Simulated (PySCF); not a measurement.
Computed with CAM-B3LYP-D3(BJ)/def2-TZVP run with PySCF. All species are isolated molecules in the gas phase. 

Reference species (SMILES): `[Al]([F])([F])[NH2]` (neutral, multiplicity 1).

- dipole moment: 2.59 D

Changed species: `[NH2][Al]([NH2])[F]` (whole molecule; the reference has whole molecule).

Question: What does the change do to the dipole moment?

Answer: the dipole moment drops by 0.19 D, to 2.40 D.
